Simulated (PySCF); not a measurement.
A structure optimised at PBE0-D3(BJ)/def2-SVP, used in a PySCF frequency run:

```xyz
12

Si     0.1558    -0.5525    -0.3857
O      0.0056    -1.9989     0.4541
Si     1.7619     0.8602     0.5970
Si    -1.8932     0.5997    -0.5077
H      0.5978    -0.9270    -1.7608
H     -0.2741    -1.9227     1.3712
H      1.3520     1.1789     2.0023
H      3.1138     0.2218     0.6353
H      1.8484     2.1435    -0.1685
H     -2.3668     0.9238     0.8762
H     -1.7115     1.8845    -1.2537
H     -2.9479    -0.2147    -1.1866
```
Charge 0, spin multiplicity 1.

Question: Write its SMILES and formula.

Answer: O[SiH]([SiH3])[SiH3], H₈OSi₃

Question: What are its rotational constants (standard atomic weights)?

Answer: 3.6839, 1.9465, 1.4084 GHz
